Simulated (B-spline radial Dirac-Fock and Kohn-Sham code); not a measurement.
## Scattering functions of Pt²⁺

System: Pt²⁺ in the configuration [Xe] 4f14 5d8.

Input of the calculation (task.json; shells as n, l, electrons):

```json
{"items": [{
  "Z": 78,
  "q": 2,
  "cfg": [[1, 0, 2], [2, 0, 2], [2, 1, 6], [3, 0, 2], [3, 1, 6], [3, 2, 10], [4, 0, 2], [4, 1, 6], [4, 2, 10], [4, 3, 14], [5, 0, 2], [5, 1, 6], [5, 2, 8]],
  "A": 195,
  "rrms": 5.427,
  "do": ["scatter"],
  "s": [0.0, 0.06, 0.07, 0.09, 0.11, 0.14, 0.18, 0.23, 0.29, 0.37, 0.47, 0.59, 0.75, 0.95, 1.2, 1.51, 1.91, 2.42, 3.06, 3.87, 4.9, 6.19, 7.84],
  "pz": [0, 0.1, 0.2, 0.3, 0.4, 0.5, 0.6, 0.8, 1.0, 1.2, 1.4, 1.6, 1.8, 2.0, 2.5, 3.0, 4.0, 5.0, 7.0, 10.0, 15.0, 20.0, 30.0, 40.0, 60.0, 100.0],
  "hv_scatter": [1000, 2000, 17479.3, 30000, 50000, 100000, 500000, 1000000]
}]}
```

Command: `python xray_run.py task.json out`

Calculated with an atomic code on a B-spline grid, using relativistic Hartree-Fock (Dirac-Fock) wave functions, averaged over the configuration. f₀ is the Fourier transform of the spherical electron density, S the Waller-Hartree incoherent function, and s = sin θ/λ.

```csv
s (Å⁻¹),f₀,S,tabulated f₀
0,76.000,0.000,75.992
0.06,74.913,1.156,74.890
0.07,74.533,1.541,74.505
0.09,73.627,2.423,73.587
0.11,72.546,3.412,72.493
0.14,70.661,4.993,70.588
0.18,67.808,7.114,67.718
0.23,63.991,9.631,63.902
0.29,59.435,12.465,59.377
0.37,53.848,16.097,53.835
0.47,47.886,20.441,47.870
0.59,42.024,25.106,41.974
0.75,35.689,30.155,35.653
0.95,29.307,35.111,29.289
1.2,23.281,40.265,23.287
1.51,18.498,45.708,18.554
1.91,15.138,51.510,15.139
2.42,12.368,56.886,12.277
3.06,9.339,61.240,9.366
3.87,6.632,64.842,6.698
4.9,5.027,67.910,4.905
6.19,4.048,70.409,–
7.84,2.998,72.351,–
```

Tabulated f₀: the analytical fit of Waasmaier and Kirfel, Acta Cryst. A51, 416 (1995). These are calculations too.

f₀ starts at the number of electrons, 76, and has fallen to half at s ≈ 0.69 Å⁻¹. The sum of ⟨r²⟩ over the electrons is 42.00 bohr².
